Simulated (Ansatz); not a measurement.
Relaxation of GeH9NO (12 atoms, charge 0, multiplicity 1), to a largest force component of 0.03 eV/Å in at most 50 steps.

Computed with Ansatz 0.2.0, RKS PBE-D4/def2-SVP.

```xyz
12
Properties=species:S:1:pos:R:3:forces:R:3
Ge -0.999 0.072 -1.727 -0.39 0.22 -0.25
H 0.294 -0.394 -1.066 0.33 -0.15 0.13
H -1.022 -0.498 -3.172 0.00 0.00 -0.01
H -2.226 -0.491 -0.972 0.01 -0.02 0.01
H -1.050 1.616 -1.796 0.01 -0.07 0.04
H -0.041 0.325 1.291 0.19 -0.11 0.01
O -0.871 0.839 1.337 -0.16 0.05 0.00
H 1.712 -0.297 0.230 -0.01 0.02 -0.08
N 2.133 -0.467 1.149 -0.04 -0.01 0.18
H -1.547 0.138 1.411 0.04 0.05 0.01
H 1.603 -1.224 1.600 0.02 0.05 -0.02
H 2.014 0.382 1.715 0.02 -0.03 -0.02
```

Problem. Where does it end, and by what steps?

Solution. It converged. The force dipped under the threshold on the way, but the program's further checks kept it going. After 14 steps the energy has fallen by 0.031 eV; H11 moved furthest, 0.32 Å.

| step | energy less start (eV) | largest force component (eV/Å) | accepted |
| --- | --- | --- | --- |
| 0 | 0.0000 | 0.392 | yes |
| 1 | 0.0108 | 0.638 | no |
| 2 | -0.0153 | 0.462 | yes |
| 3 | -0.0108 | 0.890 | no |
| 4 | -0.0219 | 0.325 | yes |
| 5 | -0.0270 | 0.063 | yes |
| 6 | -0.0289 | 0.073 | yes |
| 7 | -0.0298 | 0.015 | yes |
| 8 | -0.0301 | 0.025 | yes |
| 9 | -0.0303 | 0.052 | yes |
| 10 | -0.0305 | 0.052 | yes |
| 11 | -0.0309 | 0.046 | yes |
| 12 | -0.0311 | 0.049 | yes |
| 13 | -0.0312 | 0.043 | yes |
| 14 | -0.0313 | 0.028 | yes |

```xyz
12
Properties=species:S:1:pos:R:3
Ge -1.048 0.080 -1.810
H 0.368 -0.364 -1.359
H -1.215 -0.337 -3.298
H -2.114 -0.677 -0.980
H -1.211 1.607 -1.680
H 0.073 0.335 1.278
O -0.762 0.850 1.234
H 1.702 -0.474 0.350
N 2.088 -0.512 1.301
H -1.441 0.169 1.393
H 1.486 -1.113 1.876
H 2.073 0.435 1.697
```

Time of the run: 17 s on 2 threads of Intel(R) Xeon(R) 6975P-C (Granite Rapids), with other jobs on the host, peak memory 0.16 GiB.
